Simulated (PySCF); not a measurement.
Work out the structure from these simulated measurements.

Formula: C5H9FO4.

| Quantity | Value |
| --- | --- |
| Polarisability | 79.1 au [PBE0/def2-SVPD] |
| NMR, other nuclei | isotropic shieldings of nuclei other than C and H, by class: 30 (1 O), 129 (1 O), 166 (1 O), 316 (1 O), 340 (1 F) ppm [GIAO B3LYP/pcSseg-1] |
| 1H NMR | chemical shifts (computed TMS as zero) by class: 5.74 (2 H), 4.11 (2 H), 3.41 (3 H), 3.41 (2 H) ppm [GIAO B3LYP/pcSseg-1] |
| Rotational structure | rotational constants A, B, C: 3.333, 0.504, 0.473 GHz [PBE0-D3(BJ)/def2-SVP] |
| UV, strongest line | among the 10 lowest singlet transitions: S9 at 8.50 eV (146 nm, f = 0.124) [TDDFT PBE0/def2-SVPD] |
| Valence photoelectron | vertical ionisation energy: 9.94 eV [ΔSCF PBE0/def2-SVPD] |
| UV, first state | lowest singlet excitation: 7.05 eV (176 nm, f = 0.001) [TDDFT PBE0/def2-SVPD] |
| 13C NMR | chemical shifts (computed TMS as zero) by class: 161.7 (1 C), 98.8 (1 C), 71.0 (1 C), 67.7 (1 C), 60.6 (1 C) ppm [GIAO B3LYP/pcSseg-1] |

Gas-phase values; electronic properties from PySCF, density fitting. Levels stand in brackets. Geometry: PBE0-D3(BJ)/def2-SVP, one conformer, isolated molecule. NMR classes are plain means over equivalent atoms (diastereotopic ones count apart unless rotation or inversion swaps them), as if these changed places fast.

Question: What is the compound? Reason from the data.

Answer: Numbering: `[CH3:1][O:2][CH2:3][CH2:4][O:5][C:6](=[O:7])[O:8][CH2:9][F:10]`. Its formula, C5H9FO4, gives 1 degree of unsaturation: 0 rings and 1 π bond in the structure found. 5 carbons fall into 5 classes; from least to most shielded: carbonate carbon [C6] (161.7 ppm), sp3 C–F carbon [C9] (98.8 ppm), sp3 carbon bound to oxygen [C3] (71.0 ppm), sp3 carbon bound to oxygen [C4] (67.7 ppm), methoxy carbon [C1] (60.6 ppm). Hydrogen classes from least to most shielded: 2 H on an sp3 C–F carbon, C9 (5.74 ppm, a mean of values up to 1.0 ppm apart in this geometry), 2 H on an sp3 carbon bound to oxygen, C4 (4.11 ppm, a mean of values up to 0.6 ppm apart in this geometry), 3 H on a methoxy carbon, C1 (3.41 ppm, a mean of values up to 0.6 ppm apart in this geometry), 2 H on an sp3 carbon bound to oxygen, C3 (3.41 ppm, a mean of values up to 0.5 ppm apart in this geometry). The other shieldings belong to: 30 ppm, carbonate carbonyl oxygen [O7]; 129 ppm, oxygen singly bound to a carbonyl carbon [O8]; 166 ppm, oxygen singly bound to a carbonyl carbon [O5]; 316 ppm, ether oxygen [O2]; 340 ppm, alkyl fluorine [F10]. The first electron is taken from the HOMO, whose largest Löwdin shares are 0.57 on the ether oxygen, 0.11 on an sp3 carbon bound to oxygen, 0.10 on the methoxy carbon and 0.05 on a methylene hydrogen. The optimised geometry has point group C1 and is an asymmetric top. Structure: `COCCOC(=O)OCF`. The assignments are read from this structure; whether some other isomer fits the data as well wasn't checked.
